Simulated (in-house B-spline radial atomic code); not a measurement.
Configurations of the molybdenum ion Mo⁺, with energies counted from [Kr] 4d5. All numbers are computed (scalar-relativistic (X2C) PBE0, spin-polarised, spherical fractional occupations, exact exchange averaged over the configuration; Fermi nucleus of rms radius 4.4091 fm) with a radial B-spline atomic code at the basis-set limit, not measured. Shells without spins written out take the highest spin.

Occupations are held fixed; configurations that lie above the ionisation limit could autoionise.

```json
{"configuration": "[Kr] 4d4 5p1", "E - E(ref) (eV)": "6.1552", "highest orbital": "5p up", "its <r> (bohr)": "3.849"}
{"configuration": "[Ar] 3d10 4s2 4p5 4d5 4f1", "E - E(ref) (eV)": "45.15", "highest orbital": "4f up", "its <r> (bohr)": "8.283"}
{"configuration": "[Ar] 3d9 4s2 4p6 4d5 5p1", "E - E(ref) (eV)": "231.96", "highest orbital": "5p up", "its <r> (bohr)": "3.768"}
{"configuration": "[Ar] 3d9 4s2 4p6 4d5 5d1", "E - E(ref) (eV)": "236.73", "highest orbital": "5d up", "its <r> (bohr)": "6.126"}
{"configuration": "[Ar] 3d9 4s2 4p6 4d5 4f1", "E - E(ref) (eV)": "238.72", "highest orbital": "4f up", "its <r> (bohr)": "8.342"}
```

Question: Order these further configurations by energy, lowest first.
A. [Ar] 3d10 4s2 4p5 4d5 5d1
B. [Ar] 3d10 4s2 4p5 4d5 5s1
C. [Kr] 4d4 5s1
D. [Kr] 4d4 5f1
E. [Ar] 3d10 4s2 4p5 4d6

Answer: C (1.6674 eV), D (13.905 eV), B (33.804 eV), E (35.378 eV), A (43.21 eV).
